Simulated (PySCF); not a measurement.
## Relaxation of singlet NbNBr₂

Method: PBE0/[Nb def2-TZVP with ECP28, N def2-TZVP, Br def2-TZVP], scalar-relativistic core potentials, density fitting, no spin–orbit coupling, PySCF. A (50,194) grid was used.

A hand-made T-shaped (ligand arrangement 2) start, of C2v symmetry, held to at least that symmetry:

```xyz
4
charge 0 multiplicity 1, angstrom
Nb    0.0000    0.0000   -0.1522
N     0.0000    0.0000    1.6978
Br    2.6084    0.0000   -0.0611
Br   -2.6084    0.0000   -0.0611
```

**Question.** What forces act on the atoms at the start (eV/Å)?

**Answer.** 
```json
{"atom": "Nb1", "Fx": "0.00", "Fy": "0.00", "Fz": "9.95"}
{"atom": "N2", "Fx": "0.00", "Fy": "0.00", "Fz": "-8.07"}
{"atom": "Br3", "Fx": "-1.08", "Fy": "0.00", "Fz": "-0.94"}
{"atom": "Br4", "Fx": "1.08", "Fy": "0.00", "Fz": "-0.94"}
```

**Question.** What does it relax to?

**Answer.** It ends at C2v with Nb–Br 2.478 Å (×2), Nb–N 1.638 Å; Br–Nb–Br 138.5°, Br–Nb–N 110.7° (×2) (after a last refinement on a finer grid). A frequency run shows 1 imaginary mode, down to 68i cm⁻¹, so it is a saddle point. Other isomers or separated fragments may lie lower.

**Question.** How much energy is released, and in how many steps?

**Answer.** 203.8 kJ/mol in 6 steps.

Stability towards spin polarisation was not tested.

The relaxation took roughly 5 core-minutes on a shared host.
